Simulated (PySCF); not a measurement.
InBr2, SMILES [Br][In+][Br], charge +1. Atoms are numbered in the order given.

```xyz
3

In     0.0000     0.0000     0.0000
Br     0.0000     0.0000    -2.3957
Br     0.0000     0.0000     2.3957
```
Charge +1, spin multiplicity 1.

Geometry: B3LYP-D3(BJ)/def2-SVP. The multiplicity is an assumed one; other spin states were not compared. The isomer is the one that the SMILES or the coordinates give; other isomers of the formula were not compared. The def2 effective core potentials stand for the cores of In; spin–orbit coupling is left out.

Computed with C-PCM-ωB97X/def2-SVP in PySCF.

The values are the electrostatic part of the solvation free energy, E(continuum) − E(gas) at the gas-phase geometry, in a cavity of scaled van der Waals radii (PySCF's table); cavitation and dispersion terms are not included. A continuum can't describe solvent molecules that bind to the metal. In vacuum the orbital gap is 9.19 eV.

```
solvent           ε  ΔG(elec) (kcal/mol)  gap (eV)
------------  -----  -------------------  --------
water         78.36                    ?         ?
acetonitrile  35.69                -66.9      9.51
ethanol       24.85                -66.0      9.50
```

Task: Some entries are withheld; supply them. (An estimate is asked for; the answer gives what the named calculation found.)

Result: 
- water, ΔG(elec) (kcal/mol): -68.0
- water, gap (eV): 9.51
